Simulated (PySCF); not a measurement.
**Frontier levels across methods**

Species: C₄H₇B.
Cartesian coordinates in Å at the PBE0-D3(BJ)/def2-SVP level; atoms count from 1:
```
atom  x, y, z in Å
B1    -1.8751   -0.2341   -1.5279
C2    -0.3474   -0.5323   -1.3606
C3     0.3191   -0.0811   -0.1491
C4     0.8546    0.3047    0.8682
C5     1.5006    0.7651    2.0878
H6    -2.4180   -0.6001   -2.5460
H7    -2.5205    0.3368   -0.6823
H8     0.1532   -0.1329   -2.2662
H9    -0.2371   -1.6289   -1.4921
H10    2.5072    1.1626    1.8827
H11    1.6098   -0.0554    2.8144
H12    0.9189    1.5641    2.5738
```

Basis pcSseg-2 throughout (PySCF), one geometry. The structure is a single PBE0-D3(BJ)/def2-SVP conformer in the gas phase; no vibrational or solvent corrections.

**Question.** How do the orbital energies, the gap and the dipole change with the method?

**Answer.** 
| method | kind | HOMO (eV) | LUMO (eV) | gap (eV) | μ (D) | SCF cycles |
| --- | --- | --- | --- | --- | --- | --- |
| B97-2 | global hybrid | -6.74 | -1.44 | 5.30 | 0.53 | 14 |
| PBE0 | global hybrid | -7.00 | -1.47 | 5.53 | 0.54 | 14 |
| mPW1PW91 | global hybrid | -7.02 | -1.46 | 5.56 | 0.53 | 14 |
| BHandHLYP | global hybrid | -8.04 | -0.44 | 7.60 | 0.45 | 12 |
| CAM-B3LYP | range-separated hybrid | -8.34 | -0.39 | 7.94 | 0.50 | 13 |
| wB97X-D | range-separated hybrid | -8.83 | 0.46 | 9.29 | 0.50 | 13 |
| LC-wPBE | range-separated hybrid | -9.73 | 0.84 | 10.57 | 0.50 | 12 |

The HOMO spans 2.98 eV, from B97-2 down to LC-wPBE, and the gap runs from 5.30 eV (B97-2) to 10.57 eV (LC-wPBE). Over the methods B97-2 (21 %), PBE0 (25 %), mPW1PW91 (25 %), BHandHLYP (50 %), a straight line through the gap against the share of exact exchange rises by 0.81 eV for each 10 % (correlation coefficient 0.999). The dipole ranges from 0.45 D (BHandHLYP) to 0.54 D (PBE0). This basis has no diffuse functions.
